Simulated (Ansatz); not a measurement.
Born–Oppenheimer molecular dynamics of FGeH3O (6 atoms, charge 0, multiplicity 1). It starts at the highest image of a converged band. Of that band: Neighbouring images differ by up to 2.2 eV, so the band resolves the path poorly. A vibrational analysis at the climbing image gives one clearly imaginary mode, 1300i cm⁻¹: a first-order saddle point.

Method: RKS PBE0-D4/def2-SVP in Ansatz 0.2.0.

| Quantity | Value |
| --- | --- |
| ensemble | NVE (velocity Verlet) |
| time step | 0.5 fs |
| steps asked | 200 |
| starting velocities drawn for | 100 K |
| seed | 4368 |

First frame:

```xyz
6
Properties=species:S:1:pos:R:3
Ge 0.230 -0.052 -0.276
F 1.056 0.083 1.564
H 1.686 0.038 0.430
H -0.909 1.011 -0.221
O -0.597 -1.614 -0.320
H -1.542 -1.555 -0.137
```

**Question.** How far do the bonds stretch over the last three quarters of this one trajectory? (Pairs bonded in most of those frames.)

**Answer.** 
```tsv
bond	mean (Å)	spread (Å)	shortest	longest
Ge1–F2	1.779	0.158	1.58	2.02
Ge1–H3	1.581	0.093	1.44	1.79
Ge1–H4	1.571	0.052	1.47	1.70
Ge1–O5	1.772	0.039	1.71	1.85
O5–H6	0.972	0.015	0.94	1.00
```

Mean temperature of the second half: 2361 K. The conserved energy stayed within 0.33 meV per atom of its start (net change -0.15 meV per atom), so the integration is sound. The kinetic energy rose, since the run started high on the potential surface and went downhill. A run of 0.1 ps of so small a system gives no equilibrium averages. The orbitals stay closed-shell, which can raise the energy where a bond breaks towards radicals; this wasn't checked here.

The run took 4.4 min on 1 thread of Intel(R) Xeon(R) 6975P-C (Granite Rapids), on a shared host, peak memory 0.15 GiB.
